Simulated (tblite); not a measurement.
Species: C4H5NO2S (charge +1 and doublet state).
Structure used (GFN2-xTB), in Å, numbered top down from 1:
```
atom  x, y, z in Å
N1     2.0834    0.2370   -0.4690
C2     1.2461   -0.7590   -0.6842
O3     1.3309   -1.6923   -1.4212
C4    -0.0527   -0.6390    0.2581
S5    -1.5479   -1.4558   -0.2994
C6    -2.0580    0.2907   -0.3054
C7    -0.6943    0.7432    0.1744
O8    -0.2212    1.8100    0.3740
H9     1.8834    1.0177    0.1412
H10    2.9413    0.2651   -1.0061
H11    0.3159   -0.9895    1.2264
H12   -2.3765    0.6689   -1.2795
H13   -2.8547    0.5037    0.4119
```

The geometry is computed with GFN2-xTB (gas phase). This method treats the open shell by occupation alone, without spin polarisation.

Masses are those of the commonest isotopes; rigid-rotor values at the optimised geometry. The values belong to one conformer with, in the numbering `[NH2:1][C:2](=[O+:3])[C@@H:4]1[S:5][CH2:6][C:7]1=[O:8]`, H–N1–C2–O3 176° and 1°, N1–C2–C4–S5 156°.

Task: What are A, B and C (MHz)?

Result: Ia = 206.81, Ib = 288.92, Ic = 462.61 u·Å²; 505379 MHz·u·Å²/I gives A = 2444, B = 1749, C = 1092 MHz.

Task: Classify the top.

Result: An asymmetric top; Ray's κ = -0.028.

Task: Is it planar, by Δ = Ic − Ia − Ib?

Result: Not planar: Δ = Ic − Ia − Ib = -33.12 u·Å². For a rigid frame Δ = −2 Σ m c², so Σ m c² = 16.56 u·Å² lies off the ab plane: 5.72 from hydrogen and 10.84 from heavier atoms. The atom farthest from that plane is 1.72 Å away.

Task: Give the other two planar moments, Paa and Pbb, and the rms extents of the mass along the axes.

Result: Paa = Σ m a² = (Ib + Ic − Ia)/2 = 272.36 and Pbb = Σ m b² = (Ia + Ic − Ib)/2 = 190.25 u·Å². With the mass M = 131.00 u, the rms extents √(P/M) along a, b and c are 1.44, 1.21, 0.36 Å.

Task: Where do the levels up to J = 5 lie, in MHz?

Result: Above 0(0,0):
J = 1: 1(0,1) 2842, 1(1,1) 3536, 1(1,0) 4193
J = 2: 2(0,2) 8230, 2(1,2) 8563, 2(1,1) 10533, 2(2,1) 12616, 2(2,0) 12911
J = 3: 3(0,3) 15831, 3(1,3) 15946, 3(1,2) 19793, 3(2,2) 21141, 3(2,1) 22360, 3(3,1) 26413, 3(3,0) 26506
J = 4: 4(0,4) 25559, 4(1,4) 25591, 4(1,3) 31596, 4(2,3) 32267, 4(2,2) 35100, 4(3,2) 38187, 4(3,1) 38749, 4(4,1) 45024, 4(4,0) 45048
J = 5: 5(0,5) 37440, 5(1,5) 37448, 5(1,4) 45574, 5(2,4) 45831, 5(2,3) 50818, 5(3,3) 52802, 5(3,2) 54521, 5(4,2) 59876, 5(4,1) 60073, 5(5,1) 68499, 5(5,0) 68505
Those of J = 1 are B + C, A + C and A + B.

Task: Estimate the classical rotational partition function at 50 K, 298.15 K and 500 K.

Result: Point group C1, symmetry number σ = 1; q = (√π/σ)·√((kT/h)³/(ABC)), k/h = 20836.6 MHz/K: 27600 at 50 K, 402000 at 298.15 K, 872000 at 500 K.

For this open shell read J as N, the rotation without spin; fine and hyperfine splittings come on top. Its GFN2-xTB frequencies are all real (lowest 46 cm⁻¹). Constants of a rigid frame at the computed geometry: no zero-point averaging, no centrifugal distortion.

The run took 0.37 s on one thread, Arm Neoverse V2 (aarch64), shared host with 96 logical CPUs at a one-minute load of 57. These figures are those of the optimisation.
